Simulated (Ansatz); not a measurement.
Species: H₆InN₃, SMILES `[NH2][In]([NH2])[NH2]` (charge 0, multiplicity 1), formula H6InN3.

Task: How many basis functions does Ansatz (a quantum-chemistry and plane-wave program) with frozen-core CCSD(T)/def2-TZVPP // r2SCAN-D4/def2-TZVP use, how many core orbitals are frozen, and how many electrons are correlated?

Result: 227 basis functions and 7 frozen orbitals, which leaves 34 correlated electrons (filled d shells below the valence shell are correlated). Core time is of the order of minutes.
